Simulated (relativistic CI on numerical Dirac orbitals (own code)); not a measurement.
A reference radial Dirac CI calculation of Br XXIX gave the lowest total energy -1870.94111 Ha in 9 SCF steps, from this input:

```
atom Br  Z=35  charge=28  electrons=7
nucleus A=79  rms_radius_fm=4.1629
hamiltonian dirac-coulomb  breit=on  qed=on  c_scale=1
orbitals kli  potential=per-configuration
slater_scale 1
correlation none
mixing on
grid step=0.0125 r_max=4.1
scf mixing=0.4 start=green max_iterations=150 tolerance=2e-08 node_fill=0.05
configurations
  [He] 2s2 2p3
end
```

One setting was then changed, and the output read:

```
SCF 1: [He] 2s2 2p3
 iter      energy (Ha)   residual   last orbital (Ha)
    1     -1837.771487   2.10e+00   -141.38669
    2     -1840.854389   1.24e+00   -130.70073
    3     -1842.509103   2.42e-02   -116.16606
    4     -1842.510104   6.41e-03   -116.27615
    5     -1842.510119   7.99e-05   -116.20321
    6     -1842.510119   2.31e-05   -116.20287
    7     -1842.510119   2.98e-07   -116.20279
    8     -1842.510119   3.16e-08   -116.20278
    9     -1842.510119   8.57e-10   -116.20278
orbital energies (Ha): 1s -549.5437  2s -120.4837  2p1/2 -116.2220  2p3/2 -116.2028
configuration averages (Ha): Dirac-Coulomb, Breit, QED
  2p3                          -1842.510119    0.008820    0.625023
levels: no., configuration, term, J, E (cm-1), weight
   1 2p3                    4S*  3/2              0.0  1.00
   2 2p3                    2D*  5/2         219456.5  1.00
   3 2p3                    2D*  3/2         219468.7  1.00
   4 2p3                    2P*  1/2         365881.1  1.00
   5 2p3                    2P*  3/2         365947.0  1.00
lowest total energy -1842.876436 Ha
end: converged
```

Q: Which setting was changed?
A. Slater scale
B. speed of light
C. start potential
D. node fill of the KLI weights

A: B. The speed of light × 10.
